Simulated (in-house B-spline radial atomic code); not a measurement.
# Ionising Re IV (Re3+) with different functionals

Computed with a radial B-spline atomic code at the basis-set limit: scalar-relativistic (spin-free X2C) Hamiltonian, Fermi nucleus of rms radius 5.3698 fm, spin-polarised at highest spin, spherical fractional occupations for the functionals, the average over the highest-spin determinants for Hartree-Fock. The ionisation energy is the difference of two self-consistent energies, [Xe] 4f14 5d4 → [Xe] 4f14 5d3, without Breit or QED terms; ε is the level of the shell that loses the electron (its least bound occupied spin orbital). There is no spin-orbit coupling in this Hamiltonian.

Hybrids are left out here: with spherical fractional occupations of an open shell their exact exchange keeps a self-interaction that integer-occupation calculations don't have.

```csv
method,rung,ΔSCF (eV),-ε(5d) (eV)
Hartree-Fock,Hartree-Fock,?,?
LDA VWN5,LDA,40.69,34.43
LDA PW92,LDA,40.68,34.42
LDA exchange-only,LDA,39.48,33.30
PBE,GGA,40.51,34.27
PBEsol,GGA,40.54,34.30
BLYP,GGA,40.24,33.97
RPBE,GGA,40.46,34.22
PW91,GGA,40.59,34.34
BP86,GGA,?,?
AM05,GGA,40.51,34.27
OLYP,GGA,40.55,34.27
TPSS,meta-GGA,40.45,34.21
SCAN,meta-GGA,40.68,34.47
r2SCAN,meta-GGA,40.72,34.52
revTPSS,meta-GGA,40.45,34.21
```

Q: What does BP86 give?

A: ΔSCF 40.56 eV, and -ε(5d) = 34.32 eV.

Q: What does Hartree-Fock give?

A: ΔSCF 39.53 eV, and -ε(5d) = 40.25 eV.

Q: How do they compare with the NIST value?

A: NIST lists 39 eV ± 1.7 (tabulated theory, ground level to ground level). Errors run from +0.38 to +1.62 eV; all lie within about twice that uncertainty, so the table can't rank the methods. Hartree-Fock also lacks correlation.
